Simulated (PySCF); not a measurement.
C2H5ClSi2, SMILES ClC1=C[SiH2][SiH2]1.

Geometry: r2SCAN-D4/def2-SVP. The structure was generated by enumeration, and PubChem lists no compound with its InChIKey, so it may never have been made.

All values below come from B3LYP/def2-TZVP (PySCF).

Symmetry labels are those of the subgroup Cs that the program uses (full group Cs).

Question: List the valence orbital energies around the gap with their symmetry. (The exact figures need the calculation; the answer reports its results.)

Answer: 
```
orbital  symmetry  energy (eV)
-------  --------  -----------
HOMO−7         A'       -10.87
HOMO−6         A"       -10.73
HOMO−5         A"        -9.72
HOMO−4         A"        -9.56
HOMO−3         A'        -8.95
HOMO−2         A'        -8.44
HOMO−1         A'        -7.63
HOMO           A"        -7.45
LUMO           A"        -1.20
LUMO+1         A'        -0.49
LUMO+2         A'        -0.18
LUMO+3         A"         0.33
```
